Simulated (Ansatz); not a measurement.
Diatomic RbSr, multiplicity 4 (an upper state: multiplicity 2 came lower at CCSD(T)/def2-TZVPP on PBE0 minima). No spin–orbit coupling.

Seven points along R, fitted to fifth degree in 1/R; most abundant isotopes. Runs in def2 and cc sets follow the lowest solution found near the PBE0 minimum.

Correlated levels freeze the inner cores; with def2 sets outer-core shells near the valence are correlated too.

Codes used: Ansatz (a program for electronic structure) with Gaussian orbitals. Each number belongs to the level named beside it. In def2 rows elements past Kr take small-core potentials, without spin–orbit coupling.

Task: What bond length and harmonic frequency does PBE/def2-TZVPP give?

Result: r_e = 4.341 Å, ω_e = 56 cm⁻¹.

Task: What bond length and harmonic frequency does CCSD/def2-TZVPP give?

Result: r_e = 4.610 Å, ω_e = 46 cm⁻¹.

Task: What bond length and harmonic frequency does CCSD(T)/def2-TZVPP give?

Result: r_e = 4.590 Å, ω_e = 48 cm⁻¹.
